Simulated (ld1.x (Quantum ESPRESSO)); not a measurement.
# u(r) = r·R(r): atom against pseudo-atom (P)

Columns: radius, all-electron u(r) and pseudo u(r) of the 3s shell (level -18.43 eV) of phosphorus in the configuration [Ne] 3s2 3p2.5; PBE, scalar-relativistic, ultrasoft scheme, ld1.x (Quantum ESPRESSO) 7.5.

```
r (bohr)  all-electron  pseudo
   0.103        0.1119  0.0977
   0.205       -0.2029  0.1929
   0.308       -0.3689  0.2858
   0.410       -0.3587  0.3731
   0.513       -0.2383  0.4552
   0.615       -0.0688  0.5296
   0.718        0.1136  0.5966
   0.820        0.2831  0.6545
   0.923        0.4318  0.7039
   1.025        0.5525  0.7437
   1.128        0.6477  0.7748
   1.230        0.7174  0.7967
   1.332        0.7648  0.8101
   1.435        0.7926  0.8154
   1.538        0.8035  0.8130
   1.640        0.8004  0.8033
   1.743        0.7862  0.7866
   1.845        0.7636  0.7636
   1.948        0.7344  0.7344
   2.050        0.7009  0.7009
   2.153        0.6640  0.6640
   2.255        0.6257  0.6257
   2.358        0.5863  0.5863
   2.460        0.5474  0.5474
   2.562        0.5090  0.5090
   2.665        0.4714  0.4714
```

(1) How many radial nodes do the two functions have?

(2) At about which radius was the pseudo-wave matched?

(3) Where does each function peak?

(4) Is the pseudo-wave norm-conserving?

Answers

(1) The all-electron 3s function has n − l − 1 = 2; the pseudo-wave has 0, since the states of the same l below it are removed with the core.

(2) 1.85 bohr. The columns agree to 0.0005 from 1.74 bohr on; several derivatives are matched, so the curves merge somewhat inside the radius.

(3) Outermost all-electron maximum near 1.54 bohr, pseudo maximum near 1.44 bohr (to the table’s step).

(4) No, it belongs to an ultrasoft set: the norm inside the radius is not constrained, and the difference is carried by the augmentation charge.
